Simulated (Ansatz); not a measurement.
Two members of one family (Series SiH3X), computed with Ansatz in the gas phase. The two geometries come from different levels. Binding counts from free atoms in the multiplicity of their measured ground term, without zero-point energy. The structures are stationary points that may keep the symmetry of their start.

First: Si(OAc)H3 (singlet, charge 0, r2SCAN-D4/def2-SVP geometry).

```xyz
11

Si   -0.843   -1.690    0.676
O    -0.233   -0.520   -0.431
C     0.288    0.599    0.116
C     0.792    1.565   -0.915
O     0.321    0.761    1.316
H     1.223    2.445   -0.425
H    -0.036    1.862   -1.575
H     1.542    1.070   -1.549
H    -1.970   -1.127    1.464
H     0.246   -2.199    1.549
H    -1.329   -2.767   -0.226
```

```json
{"level": "LDA (SPW92)/def2-TZVP", "HOMO (eV)": "-6.78", "LUMO (eV)": "-1.50", "gap (eV)": "5.29", "binding per atom (eV)": "4.67"}
{"level": "PBE-D4/def2-SVP", "HOMO (eV)": "-6.38", "LUMO (eV)": "-1.04", "gap (eV)": "5.34", "binding per atom (eV)": "4.18"}
{"level": "PBE-D4/def2-TZVP", "HOMO (eV)": "-6.58", "LUMO (eV)": "-1.24", "gap (eV)": "5.34", "binding per atom (eV)": "4.15"}
{"level": "PBE0-D4/def2-TZVP", "HOMO (eV)": "-8.24", "LUMO (eV)": "-0.09", "gap (eV)": "8.16", "binding per atom (eV)": "4.05"}
{"level": "BHLYP-D4/def2-TZVP", "HOMO (eV)": "-9.88", "LUMO (eV)": "0.94", "gap (eV)": "10.82", "binding per atom (eV)": "3.92"}
```

Second: SiEtH3 (singlet, charge 0, r2SCAN-D4/def2-TZVP geometry).

| atom | x (Å) | y (Å) | z (Å) |
| --- | --- | --- | --- |
| Si1 | 0.871 | 1.178 | 0.114 |
| C2 | -0.053 | -0.259 | -0.665 |
| C3 | -0.882 | -1.061 | 0.342 |
| H4 | 0.676 | -0.909 | -1.163 |
| H5 | -0.696 | 0.136 | -1.460 |
| H6 | -1.415 | -1.884 | -0.142 |
| H7 | -0.250 | -1.492 | 1.122 |
| H8 | -1.627 | -0.432 | 0.835 |
| H9 | 1.755 | 0.687 | 1.207 |
| H10 | -0.089 | 2.152 | 0.700 |
| H11 | 1.710 | 1.886 | -0.890 |

Problem. What does the change do? Estimate second minus first.

Solution. 
| level | Δ HOMO (eV) | Δ LUMO (eV) | Δ gap (eV) | Δ binding per atom (eV) |
| --- | --- | --- | --- | --- |
| LDA (SPW92)/def2-TZVP | -0.54 | 1.21 | 1.75 | -0.65 |
| PBE-D4/def2-SVP | -0.83 | 1.44 | 2.27 | -0.54 |
| PBE-D4/def2-TZVP | -0.67 | 1.16 | 1.83 | -0.52 |
| PBE0-D4/def2-TZVP | -0.29 | 0.80 | 1.08 | -0.44 |
| BHLYP-D4/def2-TZVP | 0.12 | 0.45 | 0.33 | -0.35 |
